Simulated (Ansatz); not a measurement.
Basis-set series for AlAsF3H3 (`[F][Al-]([F])([F])[AsH3+]`). Total charge 0; spin multiplicity 1. The structure was optimised at the PBE0-D4/def2-TZVP level.

```json
{"functional": "PBE0-D4", "basis": "def2-SVP", "functions": "107", "energy (Eh)": "-2778.60131", "HOMO (eV)": "-9.57", "LUMO (eV)": "-0.60"}
{"functional": "PBE0-D4", "basis": "def2-QZVPP", "functions": "420", "energy (Eh)": "-2779.42589", "HOMO (eV)": "-9.72", "LUMO (eV)": "-0.83"}
{"functional": "ωB97M-V", "basis": "def2-SVP", "functions": "107", "energy (Eh)": "-2779.04827", "HOMO (eV)": "-11.72", "LUMO (eV)": "1.38"}
{"functional": "ωB97M-V", "basis": "def2-QZVPP", "functions": "420", "energy (Eh)": "-2779.87631", "HOMO (eV)": "-11.89", "LUMO (eV)": "0.59"}
```

Q: Give the rows for def2-TZVPP. (Estimate.)

A: Ansatz gave: 
```json
{"functional": "PBE0-D4", "basis": "def2-TZVPP", "functions": "225", "energy (Eh)": "-2779.35137", "HOMO (eV)": "-9.68", "LUMO (eV)": "-0.72"}
{"functional": "ωB97M-V", "basis": "def2-TZVPP", "functions": "225", "energy (Eh)": "-2779.80458", "HOMO (eV)": "-11.85", "LUMO (eV)": "1.18"}
```

Positive LUMOs are unbound and depend on the basis. Scalar relativity is left out up to krypton.
